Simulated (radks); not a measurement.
Neutral terbium inside a hard spherical wall (all orbitals vanish at R), configuration held at [Xe] 4f9 6s2 and not refilled when levels cross. Method: scalar-relativistic Kohn-Sham, PBE, spin-polarised, spherical densities, point nucleus; open shells are filled with parallel spins first (spin-orbit coupling, left out, can overturn this in heavy ions); computed with a radial shooting solver on a logarithmic mesh with Libxc functionals. Eigenvalues in eV for spin up, with the zero of energy where the potential of the charges vanishes at infinity; a dash marks a level that is unbound or too diffuse for the functional's potential to be trusted. A positive occupied level is held by the wall or, in an anion where self-interaction has pushed it up, behind a barrier. The pressure on the wall is -dE/dV.

R (bohr)  E (hartree)  kinetic (hartree)    e(5s)    e(5p)   e(4f)   e(6s)  e(5d, empty)  e(6p, empty)  pressure (GPa)
free      -11709.1057          12603.666  -48.418  -25.520  -4.465  -3.782        -1.477        -1.198               0
20        -11709.1057          12603.666  -48.418  -25.520  -4.465  -3.782        -1.477        -1.197        < 0.0001
15        -11709.1057          12603.666  -48.414  -25.517  -4.462  -3.780        -1.473        -1.182        0.000220
7         -11709.0599          12603.922  -47.088  -24.216  -3.149  -2.487        -0.204         1.243            2.00
6         -11708.9903          12604.218  -46.046  -23.212  -2.100  -1.065         0.892         3.545            7.04
3.5       -11707.4081          12610.180  -37.019  -14.534   8.018  21.355        12.830        34.373             437
3         -11705.6068          12616.856  -30.686   -7.872  15.697  41.820        22.334        59.483            1410
2.5       -11701.0145          12632.962  -18.012    6.458  30.643  86.031        42.215        110.63            5480
2         -11687.4725          12676.612   12.842   42.758  61.817  192.26        90.152        227.69           27100
